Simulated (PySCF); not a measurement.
## Radial density of C (carbon, neutral)

UHF, [He] 2s1 2p2 3s1, high-spin 5P determinant (an excited configuration). All numbers are calculated (PySCF 2.14, no relativity, point nucleus, in dyall-av2z).

```json
{"r (bohr)": "0.00493", "4πr²ρ (e/bohr)": "0.03612", "4πr²(ρα − ρβ)": "0.0011"}
{"r (bohr)": "0.00830", "4πr²ρ (e/bohr)": "0.09855", "4πr²(ρα − ρβ)": "0.0030"}
{"r (bohr)": "0.0140", "4πr²ρ (e/bohr)": "0.2597", "4πr²(ρα − ρβ)": "0.0078"}
{"r (bohr)": "0.0235", "4πr²ρ (e/bohr)": "0.6569", "4πr²(ρα − ρβ)": "0.0196"}
{"r (bohr)": "0.0395", "4πr²ρ (e/bohr)": "1.534", "4πr²(ρα − ρβ)": "0.0456"}
{"r (bohr)": "0.0664", "4πr²ρ (e/bohr)": "3.159", "4πr²(ρα − ρβ)": "0.0926"}
{"r (bohr)": "0.112", "4πr²ρ (e/bohr)": "5.249", "4πr²(ρα − ρβ)": "0.1487"}
{"r (bohr)": "0.188", "4πr²ρ (e/bohr)": "6.160", "4πr²(ρα − ρβ)": "0.1681"}
{"r (bohr)": "0.316", "4πr²ρ (e/bohr)": "4.187", "4πr²(ρα − ρβ)": "0.1996"}
{"r (bohr)": "0.532", "4πr²ρ (e/bohr)": "1.755", "4πr²(ρα − ρβ)": "0.7122"}
{"r (bohr)": "0.894", "4πr²ρ (e/bohr)": "1.899", "4πr²(ρα − ρβ)": "1.8397"}
{"r (bohr)": "1.50", "4πr²ρ (e/bohr)": "1.709", "4πr²(ρα − ρβ)": "1.7084"}
{"r (bohr)": "2.53", "4πr²ρ (e/bohr)": "0.4637", "4πr²(ρα − ρβ)": "0.4637"}
{"r (bohr)": "4.26", "4πr²ρ (e/bohr)": "0.2924", "4πr²(ρα − ρβ)": "0.2924"}
{"r (bohr)": "7.16", "4πr²ρ (e/bohr)": "0.07609", "4πr²(ρα − ρβ)": "0.0761"}
{"r (bohr)": "12.0", "4πr²ρ (e/bohr)": "8.265e-05", "4πr²(ρα − ρβ)": "0.0001"}
```

The outer electron is Rydberg-like, and this basis confines it to a smaller radius and binds it less than a complete one would.
